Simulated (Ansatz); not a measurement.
C2H6Mg, charge +1, doublet, at a GFN2-xTB geometry (such geometries of metal compounds can be far from the true shape) (a state made from the parent by changing its charge; the spin is typed, not shown lowest); Ansatz (a program for electronic structure) with B97M-V/def2-SV(P).

Input for Ansatz:
Ansatz 0.2 input:
```yaml
crystal:
  periodic: [false, false, false]
  atoms:
    - {symbol: Mg, position_ang: [0.00705786, 0.00720968, 0.01006608]}
    - {symbol: C, position_ang: [1.67870313, 0.25978596, -1.37486811]}
    - {symbol: H, position_ang: [2.34125803, -0.58841968, -1.20359416]}
    - {symbol: H, position_ang: [2.14078231, 1.21313577, -1.11917040]}
    - {symbol: H, position_ang: [1.24221112, 0.25803314, -2.37349956]}
    - {symbol: C, position_ang: [-1.68693880, -0.26819879, 1.36312221]}
    - {symbol: H, position_ang: [-2.16400157, -1.19965198, 1.05882108]}
    - {symbol: H, position_ang: [-2.32968862, 0.60023795, 1.22009471]}
    - {symbol: H, position_ang: [-1.26584153, -0.31937437, 2.36703082]}
basis:
  gaussian:
    orbitals: def2-SV_P_.json
hamiltonian:
  xc: {name: B97M-V}
total_charge: 1
magnetization: {spin_polarized: true, initial_magnetization: 1}
```
The basis file holds def2-SV(P) in the JSON format of the Basis Set Exchange.

What the program printed (banner, timings and long lists left out):

```
Functional definition: B97M-V
795 factors; their error is unknown
mean field evaluation 1: about -7587.0079 eV, gradient 5.2e1 eV
mean field evaluation 2: about -7576.3315 eV, gradient 6.2e1 eV
mean field evaluation 4: about -7602.3408 eV, gradient 7.1e-1 eV
mean field evaluation 8: about -7602.3459 eV, gradient 2.8e-1 eV
mean field evaluation 16: about -7602.3139 eV, gradient 1.6e-5 eV
mean field -7602.31394652 eV, -279.3798845012 hartree, gradient 1.5e-5 eV, S^2 0.768159; 2 other end points of the search recorded, 0 dependent functions left out
reference -7602.31401211 eV, -279.3798869114 hartree; 15, 14 occupied and 43, 44 virtual orbitals, 795 factors
Total energy: -7602.31401211 eV, -279.3798869114 hartree
```
